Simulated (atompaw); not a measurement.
u(r) = r·R(r): atom against pseudo-atom (W (Z = 74))

Columns: radius, all-electron u(r) and pseudo u(r) of the 6p shell (level -1.77 eV) of tungsten in the configuration [Xe] 4f14 5d4 6s1.5 6p0.5; PBE, scalar-relativistic, PAW (atompaw) scheme, atompaw 4.2.0.5.

| r (bohr) | all-electron | pseudo |
| --- | --- | --- |
| 0.115 | -0.0637 | 0.0009 |
| 0.231 | 0.0034 | 0.0038 |
| 0.346 | 0.1164 | 0.0085 |
| 0.462 | 0.0845 | 0.0152 |
| 0.577 | -0.0159 | 0.0238 |
| 0.692 | -0.1127 | 0.0344 |
| 0.808 | -0.1771 | 0.0470 |
| 0.923 | -0.2037 | 0.0614 |
| 1.038 | -0.1988 | 0.0777 |
| 1.154 | -0.1705 | 0.0961 |
| 1.269 | -0.1270 | 0.1160 |
| 1.385 | -0.0740 | 0.1378 |
| 1.500 | -0.0173 | 0.1609 |
| 1.615 | 0.0403 | 0.1853 |
| 1.731 | 0.0970 | 0.2109 |
| 1.846 | 0.1504 | 0.2370 |
| 1.962 | 0.2005 | 0.2638 |
| 2.077 | 0.2460 | 0.2905 |
| 2.192 | 0.2872 | 0.3169 |
| 2.308 | 0.3244 | 0.3428 |
| 2.423 | 0.3569 | 0.3675 |
| 2.538 | 0.3855 | 0.3909 |
| 2.654 | 0.4104 | 0.4126 |
| 2.769 | 0.4314 | 0.4321 |
| 2.885 | 0.4492 | 0.4493 |
| 3.000 | 0.4637 | 0.4637 |

(1) How many radial nodes do the two functions have?

(2) Is the pseudo-wave norm-conserving?

## Answers

(1) The all-electron 6p function has n − l − 1 = 4 (the table is too coarse to show those close to the nucleus); the pseudo-wave has 0, since the states of the same l below it are removed with the core.

(2) No, it belongs to a PAW set: the norm inside the radius is not constrained, and the difference is carried by the augmentation charge.
